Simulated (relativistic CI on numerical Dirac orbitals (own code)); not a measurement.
Method of calculation: Dirac-Coulomb-Breit CI, KLI orbitals optimised for each configuration, model QED, unscaled Slater integrals (own radial code, finite nucleus).

Configuration list (outside the closed core [Kr] 4d10): 4f¹⁴5s²5p², 4f¹⁴5s5p³, 4f¹⁴5s²5p5d, 4f¹³5s²5p³, 4f¹⁴5s5p²5d, 4f¹⁴5s²5p5f, 4f¹⁴5s5p²5f, 4f¹⁴5s²5p5g, 4f¹⁴5s²5p6s, 4f¹³5s²5p²5d, 4f¹⁴5p³5d, 4f¹⁴5s5p5d², 4f¹⁴5s5p²5g, 4f¹⁴5s²5p6p, 4f¹⁴5s²5d5f, 4f¹⁴5p³6s, 4f¹⁴5s5p²6s, 4f¹⁴5s²5p6d, 4f¹⁴5s5p5d6s, 4f¹³5s²5p²6s, 4f¹⁴5p⁴, 4f¹³5p⁵, 4f¹⁴5s²5d², 4f¹⁴5s5d³, 4f¹⁴5s5d²5f, 4f¹⁴5p²5d², 4f¹⁴5p5d³, 4f¹³5p³5d², 4f¹⁴5p5d²5f, 4f¹⁴5s²5f², 4f¹⁴5s5d5f², 4f¹⁴5s5f³, 4f¹⁴5s²5d6s, 4f¹⁴5s5d²6s, 4f¹⁴5s5d5f6s, 4f¹⁴5p²5f², 4f¹⁴5p5d5f², 4f¹³5p³5f², 4f¹⁴5p5f³, 4f¹⁴5s²5g², 4f¹⁴5s5d5g², 4f¹⁴5s5f5g², 4f¹⁴5p³5f, 4f¹³5p⁴5f, 4f¹⁴5s²6s², 4f¹⁴5s5d6s², 4f¹⁴5s5f6s². Double excitations out of closed p, d and f shells are left out; levels of such configurations are missing from the list, as are those of other unlisted configurations, and high levels can miss mixing partners. Some configurations lack a partner that the ground configuration has and come out too high, among them 4f¹³5s²5p²5d, 4f¹³5s²5p²6s, 4f¹⁴5s5p²5g, 4f¹⁴5s²5p5g, 4f¹⁴5s²5p6s.

At this charge transitions that keep the count of f electrons are usually good to a few per cent. Levels that differ in their count of f electrons can be misplaced by several ten thousand cm⁻¹, since the correlation energy of f electrons is missing or only estimated; rates across such gaps can be off by orders of magnitude.

Outline of the computed level scheme of Tl XVIII. Lowest level of each configuration: 4f¹⁴5s²5p² ³P0 at 0.000 eV; 4f¹⁴5s5p³ ⁵S°2 at 67.026 eV; 4f¹³5s²5p³ ³G5 at 82.555 eV; 4f¹⁴5s²5p5d ³F°2 at 92.578 eV.

Some strong electric-dipole decays among the lowest 45 levels: 4f¹⁴5s²5p5d ³D°1 → 4f¹⁴5s²5p² ³P0 (1.9e+11 s⁻¹); 4f¹⁴5s5p³ ³P°1 → 4f¹⁴5s²5p² ³P0 (1.6e+11 s⁻¹); 4f¹⁴5s²5p5d ³P°2 → 4f¹⁴5s²5p² ¹D2 (1.3e+11 s⁻¹); 4f¹⁴5s²5p5d ³P°2 → 4f¹⁴5s²5p² ³P1 (1.3e+11 s⁻¹); 4f¹⁴5s5p³ ³S°1 → 4f¹⁴5s²5p² ³P0 (1.2e+11 s⁻¹); 4f¹⁴5s5p³ ³S°1 → 4f¹⁴5s²5p² ³P1 (1.1e+11 s⁻¹); 4f¹⁴5s²5p5d ³F°3 → 4f¹⁴5s²5p² ¹D2 (1.1e+11 s⁻¹); 4f¹⁴5s5p³ ³S°1 → 4f¹⁴5s²5p² ¹D2 (9.5e+10 s⁻¹).

LS names give the leading component of a level, which can be under half, so a name can repeat, a term be missing and a line seem to break the LS rules.
